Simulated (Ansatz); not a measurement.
The first iterations of a band of C2H6OSn (10 atoms, charge 0, multiplicity 1).

Theory: Ansatz, UKS PBE0/def2-SVP.

| Item | Value |
| --- | --- |
| movable images | 5 |
| climbing image | yes |
| spring | 5.0 eV/Å² |
| optimiser | quadratic models (default) |
| start path | straight line |
| force threshold | 0.05 eV/Å |
| iteration limit | 60 |
| end points | relaxed |

Initial state:

```xyz
10
Properties=species:S:1:pos:R:3
C -0.922 1.501 0.003
Sn 0.990 0.477 -0.231
C 0.687 -1.809 0.524
O -0.200 -1.622 -0.339
H -1.632 1.141 -0.753
H -1.327 1.325 1.009
H -0.764 2.582 -0.130
H 1.135 0.383 -1.972
H 1.641 -2.326 0.279
H 0.475 -1.702 1.611
```

Final state:

```xyz
10
Properties=species:S:1:pos:R:3
C -0.831 1.448 -0.114
Sn 1.137 0.502 -0.306
C 0.801 -1.530 0.185
O 0.074 -2.031 1.168
H -1.497 1.126 -0.927
H -1.290 1.200 0.856
H -0.714 2.541 -0.159
H 1.461 0.373 -2.009
H -0.628 -1.410 1.407
H 1.571 -2.268 -0.097
```

| iteration | highest image above the first end (eV) | largest band force component (eV/Å) |
| --- | --- | --- |
| 1 | 3.862 | 5.467 |
| 2 | 2.773 | 4.347 |
| 3 | 2.044 | 5.307 |
| 4 | 1.612 | 2.528 |
| 5 | 1.467 | 2.138 |
| 6 | 1.399 | 2.276 |
| 7 | 1.335 | 1.217 |
| 8 | 1.280 | 4.797 |
| 9 | 1.250 | 1.289 |
| 10 | 1.237 | 0.511 |
| 11 | 1.264 | 1.717 |
| 12 | 1.232 | 0.682 |
| 13 | 1.449 | 9.647 |
| 14 | 1.611 | 3.283 |
| 15 | 1.804 | 3.246 |
| 16 | 1.967 | 6.697 |
| 17 | 1.992 | 2.377 |

Question: Does the band converge within its limit, and where does its top end?

Answer: The forces met the threshold. It ended after 52 iterations with the highest image 1.069 eV above the first end. The order of the stationary point at the top wasn't checked. The orbitals were unrestricted but ended closed-shell.

Time of the run: 13 min on 2 threads of AMD EPYC 7R13 Processor (Zen 3), with other jobs on the host, peak memory 0.37 GiB.
